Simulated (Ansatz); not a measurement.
A trace of molecular dynamics of H₃InS₂ (6 atoms, charge 0, multiplicity 1).

These are results of Ansatz, RKS PBE-D4/def2-SVP, not measurements.

```
ensemble                      : NVE (velocity Verlet)
starting velocities drawn for : 100 K
seed                          : 11822
```

```
time (fs)  T (K)  potential energy less start (eV)  conserved less start (meV/atom)
        0    100                             0.000                             0.00
        4     81                             0.010                             0.01
        8     70                             0.016                             0.01
       12     62                             0.019                             0.01
       16     65                             0.018                             0.02
       20    140                            -0.021                             0.01
       24    318                            -0.113                             0.03
       28    725                            -0.323                             0.03
       32   1381                            -0.663                            -0.03
       36   1896                            -0.929                            -0.05
       40   2060                            -1.013                            -0.04
       44   2030                            -0.998                            -0.04
       48   1891                            -0.926                            -0.04
       52   1553                            -0.751                            -0.04
       56   1078                            -0.506                             0.02
       60    999                            -0.465                             0.03
       64   1391                            -0.668                            -0.03
       68   1751                            -0.854                            -0.03
       72   1965                            -0.964                            -0.03
       76   2055                            -1.011                            -0.04
       80   1966                            -0.965                            -0.03
       84   1699                            -0.827                            -0.03
       88   1369                            -0.656                             0.00
       92   1248                            -0.594                             0.02
       96   1501                            -0.725                            -0.01
      100   1898                            -0.930                            -0.02
```

Problem. Is this trajectory sound?

Solution. The conserved energy stayed within 0.062 meV per atom of its start (net change -0.02 meV per atom), so the integration is sound. The kinetic energy rose, since the run started high on the potential surface and went downhill. A run of 0.1 ps of so small a system gives no equilibrium averages. The orbitals stay closed-shell, which can raise the energy where a bond breaks towards radicals; this wasn't checked here. The time step was 0.5 fs.

Time of the run: 12 min on 1 thread of Intel(R) Xeon(R) Processor @ 2.50GHz (Skylake/Cascade Lake), with other jobs on the host, peak memory 0.13 GiB.
